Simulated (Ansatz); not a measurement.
An input meant for AlF₃⁻ (charge -1, doublet).

```yaml
crystal:
  periodic: [false, false, false]
  atoms:
    - {symbol: Al, position_ang: [-0.160584, -0.126011, 0.161260]}
    - {symbol: F, position_ang: [1.606903, 0.062954, 0.042098]}
    - {symbol: F, position_ang: [-0.765693, 1.441835, -0.010364]}
    - {symbol: F, position_ang: [-1.020687, -1.273162, -0.136952]}
basis:
  gaussian: {orbitals: def2-SVP}
total_charge: -1
magnetization: {spin_polarized: true, initial_magnetization: 1}
hamiltonian: {xc: {name: revPBE}}
accuracy: high
scf: {omitted_lower_state_checks: [starts]}
relax: {f_tol: 0.001, max_steps: 1}
output: {forces: true}
```

```sh
$ ansatz run in.yaml --threads 2 --pin off --events-out ev --progress --plain --max-ram 4352MiB
```

Problem. Predict how Ansatz answers.

Solution. The SCF steps converged, but the relaxation ran out of steps. The relaxation is allowed too few steps for its threshold.
```
Functional definition: revPBE
1170 factors; integrals over basis functions are off by at most 2.0e-9 eV
mean field evaluation 1: about -14738.7882 eV, gradient 5.6e0 eV
mean field evaluation 2: about -14738.7757 eV, gradient 7.2e0 eV
mean field evaluation 4: about -14738.9405 eV, gradient 3.5e-1 eV
mean field evaluation 8: about -14738.9384 eV, gradient 1.6e-2 eV
mean field evaluation 16: about -14738.9384 eV, gradient 1.8e-6 eV
mean field -14738.93841049 eV, -541.6459961744 hartree, gradient 2.1e-8 eV, S^2 0.751080; 0 other end points of the search recorded, 0 dependent functions left out
reference -14738.93841546 eV, -541.6459963570 hartree; 21, 20 occupied and 39, 40 virtual orbitals, 1170 factors
relax step   1: F+E_penalty+E_count = -14738.93841049 eV  Δ(F+E_penalty+E_count) = +0.000e0 eV  max|allowed force component| = 9.199e0 eV/Å  Δτ_max = 0.0000 Å  (28 SCF iters, accepted)
Error: geometry relaxation did not converge after 1 steps: max|allowed force component| = 9.20e0 eV/Å (threshold 1.0e-3). Raise `relax.max_steps` over both its present limit and 1, loosen `relax.f_tol`, or start from a geometry closer to equilibrium. Where this run's directory can be resumed (`checkpoint.write`), a resume goes on for up to `relax.max_steps` more
```
